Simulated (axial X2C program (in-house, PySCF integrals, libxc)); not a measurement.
## Which molecule has these constants?

Calculated with an axial X2C code built on PySCF integrals, spin-free (one-electron X2C) or two-component (2c: spin–orbit coupling with atomic mean-field Coulomb and Gaunt terms, which also bring small scalar terms), in Dyall basis sets with cores contracted in-house; open shells are unrestricted.

A two-component PBE0 calculation in a Dyall 3-zeta basis gave Re = 2.905 Å, ωe = 238.2 cm⁻¹, Ω = 1/2.

Task: Which molecule is it?
A. NaNb⁺
B. NbH⁺
C. LiNb⁺

Result: C. The others have NaNb⁺ 3.261 Å and 122.9 cm⁻¹ (Ω = 1/2); NbH⁺ 1.719 Å and 1865.3 cm⁻¹ (Ω = 1/2).

Each entry is the lowest single determinant of a limited PBE0 search at one distance. De goes to single-determinant-based atoms at the same level (for ions the charge split of lowest energy) and is withheld (n/a) where an atom does not fit its ground term or J level. Main or longest-lived isotopes. One determinant is a doubtful description, or other states lie close, for LiNb⁺, NaNb⁺, NbH⁺; these need not be ground states, and all values refer to the states named. With several unpaired electrons the Ω given is that of one determinant, not necessarily of the lowest component. The functionals have no current term, which raises determinants with orbital currents. Where the atoms have a lower orbital projection than the molecule, De at mean-field level may be about a tenth of an eV too small.
